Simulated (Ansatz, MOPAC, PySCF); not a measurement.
Lewis adduct: GaH3 (SMILES [GaH3]) (first 4 atoms) with C2H6O (SMILES COC); geometry from B3LYP-D3(BJ)/def2-TZVP, rigid monomers moved along the line of their centres of mass till Ga1···O6 is 1.95 Å.
(charge 0, multiplicity 1):
```xyz
13

Ga     0.717     0.240     0.985
H      1.978    -0.697     1.120
H     -0.609    -0.376     0.377
H      0.901     1.806     0.934
C     -0.893     1.015     3.221
O      0.188     0.151     2.859
C      0.044    -1.172     3.381
H     -0.962     1.076     4.309
H     -1.834     0.644     2.807
H     -0.668     1.994     2.807
H     -0.017    -1.130     4.470
H      0.925    -1.730     3.078
H     -0.854    -1.647     2.975
```

Monomers are frozen at their geometry in the pair; levels with a basis set take the counterpoise correction. Rows marked so take none.

Rows in 6-31G* carry no dispersion term and start afresh at each structure (6-31G* with six Cartesian d functions); the Pople sets are all-electron and without relativity. The state that PM3 reach isn't checked.

Run with Ansatz (a program for electronic structure); MOPAC for PM3 (differences of heats of formation); PySCF for 6-31G* rows. Values without a source in brackets are computed.

One of these levels gives -17.96 kcal/mol for the interaction energy. Name it.
A) PM3
B) PBE/def2-TZVPPD
C) BP86/6-31G* (no counterpoise)
D) r2SCAN/def2-TZVPPD

D, r2SCAN/def2-TZVPPD. The others give -46.00 (PM3), -12.34 (PBE/def2-TZVPPD), -14.87 (BP86/6-31G* (no counterpoise))
